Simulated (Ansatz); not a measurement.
Species: Cl$_{2}$ (charge -1, doublet). 
Coordinates optimised at B3LYP-D3(BJ)/def2-TZVP (Ansatz, a quantum-chemistry and plane-wave program):
```xyz
2

Cl     0.0000     0.0000    -1.3553
Cl     0.0000     0.0000     1.3553
```
Charge -1, spin multiplicity 2.

Basis-set convergence of Hartree-Fock and CCSD(T) correlation energies (hartree) with Ansatz. Cores are frozen in the correlated levels unless marked. Open shells are spin-unrestricted. No spin-orbit coupling. Non-relativistic. This anion needs diffuse functions, which these sets lack. The program attaches cautions to a run behind CCSD(T)/cc-pV(D+d)Z: other roots. The program attaches cautions to a run behind CCSD(T)/cc-pV(T+d)Z: other roots. The program attaches cautions to a run behind CCSD(T)/cc-pV(Q+d)Z: other roots. The program attaches cautions to a run behind CCSD(T)/cc-pV(5+d)Z: other roots.

```
basis        functions       E(HF)  E(corr, CCSD(T))
-----------  ---------  ----------  ----------------
cc-pV(D+d)Z         46  -919.04323          -0.30178
cc-pV(T+d)Z         78  -919.07492          -0.43238
cc-pV(Q+d)Z        128  -919.08452          -0.47749
cc-pV(5+d)Z        200         ___               ___
```

Question: Fill in the missing entries.

Answer: 
- cc-pV(5+d)Z, E(HF): -919.08642
- cc-pV(5+d)Z, E(corr, CCSD(T)): -0.49193
